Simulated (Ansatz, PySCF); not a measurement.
This PySCF input computes a CCSD(T)/cc-pVDZ energy:

```python
from pyscf import gto, scf, mp, cc as ccmod

mol = gto.M(
    atom='''
    B     0.14582422    0.01867256   -0.00100654
    N     1.50942725    0.20575644    0.01073931
    N    -0.62998183   -1.22784800    0.34763058
    N    -0.79145706    1.13332708   -0.37604615
    H     2.02654241   -0.65829729    0.17564274
    H    -0.06106499   -2.06357977    0.35783977
    H    -1.43217107   -1.39135404   -0.25061158
    H    -0.29235579    2.01337465   -0.39999237
    H    -1.58599006    1.22784492    0.24588807
    ''',
    basis='cc-pvdz',
    charge=-1,
    spin=0,
    verbose=4,
)

mf = scf.RHF(mol)
mf.conv_tol = 1e-10
mf.max_cycle = 100
mf.kernel()
mp2 = mp.MP2(mf, frozen=4).run()
cc = ccmod.CCSD(mf, frozen=4)
cc.max_cycle = 100
cc.kernel()
et = cc.ccsd_t()
print(f'E(CCSD(T)) = {cc.e_tot + et:.9f}')
```

Write an input for the same energy in Ansatz (a first-principles code) and say what it gives.


Ansatz 0.2 input:
```yaml
crystal:
  periodic: [false, false, false]
  atoms:
    - {symbol: B, position_ang: [0.14582422, 0.01867256, -0.00100654]}
    - {symbol: N, position_ang: [1.50942725, 0.20575644, 0.01073931]}
    - {symbol: N, position_ang: [-0.62998183, -1.22784800, 0.34763058]}
    - {symbol: N, position_ang: [-0.79145706, 1.13332708, -0.37604615]}
    - {symbol: H, position_ang: [2.02654241, -0.65829729, 0.17564274]}
    - {symbol: H, position_ang: [-0.06106499, -2.06357977, 0.35783977]}
    - {symbol: H, position_ang: [-1.43217107, -1.39135404, -0.25061158]}
    - {symbol: H, position_ang: [-0.29235579, 2.01337465, -0.39999237]}
    - {symbol: H, position_ang: [-1.58599006, 1.22784492, 0.24588807]}
basis:
  gaussian:
    orbitals: cc-pVDZ
total_charge: -1
magnetization: {spin_polarized: false}
correlation: {method: ccsd_t, electrons: outside_noble_gas}
```
It gives -191.65763 Eh, and PySCF -191.65763 Eh, a difference of 0.00 mEh.

It need not be the lowest isomer of its formula. Whether it binds its extra electron was not tested at this geometry.
